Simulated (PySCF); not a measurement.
**Broadened absorption spectrum of C4H9ClO2Si**

Compound: C4H9ClO2Si.
InChI=1S/C4H9ClO2Si/c1-3-6-4(2-5)7-8-3/h3-4H,2,8H2,1H3/t3-,4-/m1/s1

Method: TDDFT wB97X-D/def2-SVPD, vertical, gas phase, core orbitals frozen in the response (PySCF 2.14.0, density-fitted response routines). Isolated species at its GFN2-xTB geometry (one conformer only).

Computed states:

| state | E (eV) | f |
| --- | --- | --- |
| S1 | 7.18 | 0.041 |
| S2 | 7.22 | 0.0062 |
| S3 | 7.50 | 0.013 |
| S4 | 7.67 | 0.0018 |
| S5 | 7.75 | 0.0019 |
| S6 | 7.95 | 0.011 |
| S7 | 8.04 | 0.012 |
| S8 | 8.34 | 0.021 |

Each state is given a Gaussian of 0.5 eV full width at half maximum, with ε(max) = 2.175×10⁸ f / Δν̃ (Δν̃ the width in cm⁻¹). The width is an assumption, not a result. The curve ends short of the highest state used, and states not computed would add to its high-energy end.

**Question.** What does the envelope look like, and where are its maxima?

**Answer.** 
(E (eV), ε (L mol⁻¹ cm⁻¹)): (6.43, 5), (6.45, 6), (6.48, 10), (6.50, 14), (6.53, 22), (6.55, 29), (6.57, 39), (6.60, 58), (6.62, 75), (6.64, 95), (6.67, 136), (6.69, 170), (6.72, 233), (6.74, 285), (6.76, 346), (6.79, 455), (6.81, 540), (6.83, 635), (6.86, 797), (6.88, 917), (6.91, 1114), (6.93, 1255), (6.95, 1402), (6.98, 1629), (7.00, 1781), (7.03, 2006), (7.05, 2149), (7.07, 2283), (7.10, 2463), (7.12, 2566), (7.14, 2652), (7.17, 2749), (7.19, 2789), (7.22, 2814), (7.24, 2807), (7.26, 2783), (7.29, 2716), (7.31, 2654), (7.33, 2581), (7.36, 2453), (7.38, 2360), (7.41, 2214), (7.43, 2114), (7.45, 2016), (7.48, 1874), (7.50, 1785), (7.53, 1662), (7.55, 1588), (7.57, 1523), (7.60, 1439), (7.62, 1393), (7.64, 1356), (7.67, 1317), (7.69, 1301), (7.72, 1293), (7.74, 1297)

Maxima: 172 nm (7.22 eV), ε about 2800, made up of S1 (77%), S2 (12%) and S3 (11%) (ε in L mol⁻¹ cm⁻¹; maxima over ε = 5, shares over 10%). At its high-energy end, 7.74 eV, the curve is still rising (ε about 1300, from S3, S6 and S7).

**Question.** Coming from long wavelengths, where does ε first pass 100 L mol⁻¹ cm⁻¹?

**Answer.** At about 187 nm (6.64 eV), 0.54 eV below S1.

**Question.** What would ε be at 7.22 eV, the highest of these maxima, with half the width (0.25 eV)?

**Answer.** About 4820 L mol⁻¹ cm⁻¹ against 2810, a factor of about 1.7; a lone state at its own centre would give exactly 2.

Time: 3.7 min wall, 2.9 min CPU (grids of density and orbitals included); peak memory 1.1 GiB. Hardware: one thread of an Intel Xeon at 2.50 GHz, shared host with 64 logical CPUs at a one-minute load of 54.
